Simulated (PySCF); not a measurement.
# C₆ coefficients of unlike pairs at PBE0

Calculated with PySCF 2.14 from the dipole response of each species, C₆(A,B) = (3/π) ∫ α_A(iu) α_B(iu) du, in atomic units, from isotropic polarisabilities. For ions this is the dispersion term alone; charge-induced terms of lower order in 1/R come first.

| species | configuration | basis | relativity | α (bohr³) | C₆ (like pair) |
| --- | --- | --- | --- | --- | --- |
| Li | [He] 2s1 (2S) | dyall-acv3z (15s9p3d) | none | 146.8 | 1185 |
| Co(2+) | [Ar] 3d7 (4F) | def2-TZVPPD (6s6p4d2f1g) | none | 2.691 | 6.426 |
| C+ | [He] 2s2 2p1 (2P) | aug-cc-pVTZ-DK (5s4p3d2f) | spin-free X2C | 6.083 | 14.63 |
| Al+ | [Ne] 3s2 (1S) | aug-cc-pCVTZ-DK (8s7p5d3f) | spin-free X2C | 24.49 | 124.7 |

Task: Estimate C₆ for C+ with Li.

Result: The integral gives 87.01. The combination rule 2 C_A C_B / (C_A α_B/α_A + C_B α_A/α_B) gives 86.21 and the geometric mean 131.7.

No spin-orbit coupling is included.

The other pairs:

```csv
pair,C₆
"Al+, Co(2+)",21.64
"Co(2+), Li",41.14
"Al+, C+",40.47
"C+, Co(2+)",8.704
"Al+, Li",314.7
```
